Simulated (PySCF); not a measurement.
# What a mistake does to a calculation on B2CFH4

Calculated results; nothing here was measured. They come from PySCF 2.14.0, an open-source quantum chemistry program, on an isolated molecule that a program drew, which may never have been made. The molecule is B2CFH4 (charge 0, doublet), drawn as the SMILES string `B[CH]BF`.

Each row is a Hartree-Fock (HF) and frozen-core CCSD(T) single point in the cc-pVDZ basis, meant for a local HF minimum. Run 1 is clean. Each other run has one planted mistake out of seven kinds, and not every kind appears here: one electron removed, one electron added, multiplicity raised by two, geometry at a saddle point, minimal basis STO-3G, one bond length entered in bohr, all coordinates scaled. The reference is restricted for singlets and unrestricted otherwise, and also for a bond in bohr. Adding or removing an electron swaps singlet and doublet. Electrons count all cores. HOMO and LUMO are orbital energies over both spins, the gradient is its largest component, and the lowest frequency (negative if imaginary) is given only where the gradient is small. Bond lengths are over the 7 bonds as drawn. T1 is the CCSD diagnostic: over 0.02 (restricted) or 0.045 (unrestricted) a single reference is doubtful.

Geometry of the clean run:
```xyz
8
B2CFH4, angstrom
B    -1.9688    0.6510   -0.3318
C    -1.1335   -0.2464   -1.2920
B     0.3820   -0.0777   -1.6066
F     1.0522    0.9441   -1.0746
H    -1.6590    1.7919   -0.1332
H    -2.9355    0.2036    0.2227
H    -1.6357   -1.0850   -1.7715
H     1.0032   -0.8252   -2.3091
```

| run | electrons | basis functions | <S^2> | HOMO (eV) | LUMO (eV) | gradient (hartree/bohr) | lowest frequency (cm^-1) | mean bond (Å) | longest bond (Å) | T1 | HF (hartree) | CCSD(T) (hartree) | mistake |
|---|---|---|---|---|---|---|---|---|---|---|---|---|---|
| 1 | 29 | 76 | 0.757 | -11.15 | 0.26 | 5.2e-06 | 89 | 1.3050 | 1.557 | 0.0157 | -189.01982 | -189.53187 | no fault |
| 2 | 29 | 76 | 0.757 | -11.34 | 0.20 | 1.1e-01 | - | 1.1979 | 1.430 | 0.0156 | -188.96141 | -189.46456 | all coordinates scaled |
| 3 | 29 | 76 | 3.765 | -6.59 | -2.94 | 7.6e-02 | - | 1.3050 | 1.557 | 0.0451 | -188.80151 | -189.31783 | multiplicity raised by two |
| 4 | 30 | 76 | 0.000 | -2.09 | 8.12 | 7.7e-02 | - | 1.3050 | 1.557 | 0.0151 | -189.04534 | -189.60586 | one electron added |
| 5 | 28 | 76 | 0.000 | -19.30 | -8.49 | 9.2e-02 | - | 1.3050 | 1.557 | 0.0285 | -188.66089 | -189.15634 | ? |

**Which mistake was planted in run 5, and what did it cost?**

It counts 28 electrons, one fewer than the clean run, at the same geometry and basis. So the mistake is: one electron removed. Subtracting run 1 and multiplying by 627.51 kcal/mol a hartree, the energy moved by 225.2 kcal/mol in HF and 235.6 kcal/mol in CCSD(T).

Cautions from the logs. Run 3: T1 is over the limit, so its CCSD(T) energy is less reliable; run 5: T1 is over the limit, so its CCSD(T) energy is less reliable.
